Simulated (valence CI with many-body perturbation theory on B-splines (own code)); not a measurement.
Level structure of Ir XLVI

Calculated by configuration interaction combined with many-body perturbation theory (CI+MBPT): four valence electrons over a frozen Dirac-Fock core [Ar] 3d10, radial functions for each j: 11 s, 11 p, 10 d, 8 f, 5 g, 2 h, with the one-electron correlation potential Σ1 (screened to all orders), the two-electron term Σ2, the three-electron term Σ3, Breit, model QED; selected single and double excitations, second order for the rest, scaled by the run's own slope (own B-spline code, finite nucleus).

No measured spectrum was set against this ion. As an estimate, large intervals hold to a few tenths of a per cent, small ones and those within an open d or f shell to about a per cent. Among the levels kept, up to 420 cm⁻¹ of a level comes from second order outside the variational space, and about a tenth of that is noise between levels of different J, which matters for small intervals.

Levels 91 to 135 of 188, with energies above the lowest level, (4s^2 4p1/2^2) J=0. "Leading %" is the weight of the configuration and term that name the level; weights of strongly mixed levels are sums over their largest components and can fall short. In the jj column 3d3/2^4 stands for four electrons in 3d with j = 3/2.

```csv
No.,Configuration,Term,J,E (× 10³ cm⁻¹),Leading %,Leading jj,g
91,4p3.4d,3F°,3,5047.5,21,4p1/2^2 4p3/2 4d3/2 (67 %),1.122
92,4s2.4d2,3P,2,5056.7,22,4s 4p3/2^2 4d3/2 (58 %),1.321
93,4s.4p2.4d,5P,1,5062.4,25,4s 4p3/2^2 4d3/2 (76 %),1.579
94,4s.4p2.4d,3D,3,5076.9,18,4s 4p3/2^2 4d3/2 (58 %),1.296
95,4s.4p2.4d,3P,0,5100.6,42,4s 4p3/2^2 4d5/2 (51 %),
96,4s2.4p.4f,1G,4,5123.8,34,4s 4p3/2^2 4d5/2 (37 %),1.135
97,4s2.4d2,1D,2,5129.2,28,4s^2 4d5/2^2 (40 %),1.090
98,4s.4p2.4d,3F,4,5163.2,35,4s 4p3/2^2 4d3/2 (60 %),1.186
99,4s.4p2.4d,3D,1,5170.9,40,4s 4p3/2^2 4d3/2 (85 %),0.976
100,4s.4p2.4d,5F,5,5171.5,44,4s 4p3/2^2 4d5/2 (82 %),1.284
101,4p3.4d,3F°,4,5188.2,45,4p1/2^2 4p3/2 4d5/2 (92 %),1.247
102,4s.4p2.4d,3P,0,5214.5,65,4s 4p3/2^2 4d3/2 (73 %),
103,4p3.4d,3D°,2,5221.5,34,4p1/2^2 4p3/2 4d5/2 (90 %),1.251
104,4s.4p2.4d,3D,2,5236.2,33,4s 4p3/2^2 4d3/2 (72 %),1.182
105,4s2.4d2,3F,4,5237.2,24,4s 4p3/2^2 4d5/2 (47 %),1.209
106,4s.4p2.4d,3F,3,5268.5,31,4s 4p3/2^2 4d3/2 (69 %),1.016
107,4s.4p2.4d,3D,1,5270.7,57,4s 4p3/2^2 4d3/2 (78 %),0.836
108,4s.4p2.4d,3F,2,5284.0,26,4s 4p3/2^2 4d3/2 (82 %),1.016
109,4s.4p2.4d,3P,1,5286.8,35,4s 4p3/2^2 4d5/2 (86 %),1.385
110,4s.4p2.4d,3D,3,5297.5,48,4s 4p3/2^2 4d5/2 (80 %),1.217
111,4s.4p.4d2,5G°,2,5301.2,62,4s 4p1/2 4d3/2^2 (92 %),0.496
112,4s2.4d2,1S,0,5313.0,30,4s 4p3/2^2 4d5/2 (38 %),
113,4p3.4d,3D°,3,5314.0,30,4p1/2^2 4p3/2 4d5/2 (78 %),1.142
114,4p3.4d,3D°,1,5334.2,36,4p1/2^2 4p3/2 4d5/2 (89 %),1.033
115,4s.4p2.4d,3D,3,5344.3,74,4s 4p3/2^2 4d5/2 (96 %),1.274
116,4s.4p.4d2,5G°,3,5369.2,37,4s 4p1/2 4d3/2^2 (86 %),0.996
117,4s.4p2.4d,3F,4,5381.2,57,4s 4p3/2^2 4d5/2 (89 %),1.167
118,4s.4p2.4d,1D,2,5397.8,43,4s 4p3/2^2 4d5/2 (83 %),1.141
119,4s.4p2.4d,1D,2,5429.9,30,4s 4p3/2^2 4d5/2 (90 %),1.195
120,4s.4p.4d2,5D°,0,5442.8,59,4s 4p1/2 4d3/2^2 (88 %),
121,4s.4p2.4d,3D,3,5459.7,43,4s 4p3/2^2 4d5/2 (84 %),1.224
122,4s.4p2.4d,3P,1,5482.5,36,4s 4p3/2^2 4d5/2 (91 %),1.084
123,4s.4p.4d2,5D°,1,5490.4,32,4s 4p1/2 4d3/2^2 (84 %),1.227
124,4s.4p.4d2,5F°,1,5492.7,36,4s 4p1/2 4d3/2^2 (92 %),0.631
125,4s.4p.4d2,5F°,2,5510.3,32,4s 4p1/2 4d3/2^2 (69 %),1.123
126,4s.4p.4d2,5G°,3,5527.4,24,4s 4p1/2 4d3/2 4d5/2 (80 %),1.125
127,4s.4p.4d2,5G°,4,5536.4,34,4s 4p1/2 4d3/2 4d5/2 (82 %),1.101
128,4s.4p.4d2,5D°,2,5550.6,24,4s 4p1/2 4d3/2 4d5/2 (69 %),1.248
129,4s.4p2.4d,1D,2,5552.1,43,4s 4p3/2^2 4d5/2 (87 %),1.070
130,4s.4p.4d2,5P°,1,5564.3,42,4s 4p1/2 4d3/2 4d5/2 (93 %),1.879
131,4s.4p.4d2,3H°,5,5593.9,24,4s 4p1/2 4d3/2 4d5/2 (77 %),1.125
132,4s.4p.4d2,3H°,4,5611.3,36,4s 4p1/2 4d3/2 4d5/2 (79 %),0.967
133,4s.4p.4d2,3G°,3,5632.5,33,4s 4p1/2 4d3/2 4d5/2 (79 %),1.037
134,4s.4p.4d2,5D°,2,5636.7,14,4s 4p1/2 4d3/2 4d5/2 (67 %),1.052
135,4s.4p.4d2,3D°,1,5652.7,32,4s 4p1/2 4d3/2 4d5/2 (58 %),0.921
```

Where two levels of one J and parity lie close, their mixing, g and order are uncertain.
